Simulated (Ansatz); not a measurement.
```xyz
9

H     1.4842   -0.0249   -0.0052
H     1.1280    0.9714    0.0201
H     0.2447    1.5013   -0.0085
H    -0.7572    1.2857    0.0259
H    -1.4070    0.4845   -0.0090
H    -1.4226   -0.4956    0.0207
H    -0.7532   -1.2695    0.0045
H     0.2693   -1.4486    0.0022
H     1.1329   -0.9883    0.0076
```

Basis set: def2-SVP (spherical functions). All electrons are correlated. Charge 0, multiplicity 2.

Computed with Ansatz (development build ahead of 0.2.0); each method stands on the lowest determinant of its kind that the runs found.

Q: Give the atomization energy at this shape (free ground-state atoms in the same class of orbitals less the molecule, no zero-point energy) of doublet H9 by UHF-MP2, UHF.

A:

| method | atomization energy |
| --- | --- |
| UHF-MP2 | 1170.3 kJ/mol |
| UHF | 766.2 kJ/mol |

Caution for UHF-MP2: bonds are stretched, where a single reference can fail.
